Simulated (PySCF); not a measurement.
**Electron correlation in Ar+ (argon, charge +1)**

[Ne] 3s1 3p5 3d1, one real determinant (an excited configuration). Computed with PySCF 2.14 in aug-cc-pwCVDZ (6s5p3d, 36 functions), with no relativity, point nucleus. Frozen: 1s2; 15 electrons correlated.

MP2 pair energies summed by pair of shells (mhartree):

```json
{"pair": "3p-3p", "energy": "-125.89", "share (%)": "43.1"}
{"pair": "2p-2p", "energy": "-80.65", "share (%)": "27.6"}
{"pair": "2p-3p", "energy": "-28.66", "share (%)": "9.8"}
{"pair": "2s-2p", "energy": "-23.86", "share (%)": "8.2"}
{"pair": "3s-3p", "energy": "-10.03", "share (%)": "3.4"}
{"pair": "3p-3d", "energy": "-7.44", "share (%)": "2.5"}
{"pair": "2s-3p", "energy": "-5.16", "share (%)": "1.8"}
{"pair": "2s-2s", "energy": "-4.73", "share (%)": "1.6"}
{"pair": "2p-3s", "energy": "-3.75", "share (%)": "1.3"}
{"pair": "3s-3d", "energy": "-0.80", "share (%)": "0.3"}
{"pair": "2s-3s", "energy": "-0.73", "share (%)": "0.2"}
{"pair": "2p-3d", "energy": "-0.40", "share (%)": "0.1"}
{"pair": "2s-3d", "energy": "-0.18", "share (%)": "0.1"}
```

Total MP2 correlation energy: -292.28 mhartree.

Same-spin part -73.22 and opposite-spin part -219.06 mhartree; SCS-MP2 scales them by 1/3 and 6/5 to -287.28 mhartree.

The reference is one real determinant that mixes LS terms of this configuration.
